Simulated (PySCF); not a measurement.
Correlation energy of Al (aluminium, neutral)

[Ne] 3s1 3p1 4s1, high-spin 4P determinant (an excited configuration). All numbers are calculated (PySCF 2.14, the non-relativistic Hamiltonian (point nucleus), in aug-cc-pV(Q+d)Z). Frozen: [Ne]; 3 electrons correlated.

MP2 pair energies summed by pair of shells (mhartree):

| pair | energy | share (%) |
| --- | --- | --- |
| 3s-3p | -2.61 | 41.3 |
| 3p-4s | -2.24 | 35.5 |
| 3s-4s | -1.47 | 23.3 |

Total MP2 correlation energy: -6.31 mhartree.

Same-spin part -6.31 and opposite-spin part 0.00 mhartree; SCS-MP2 scales them by 1/3 and 6/5 to -2.10 mhartree.
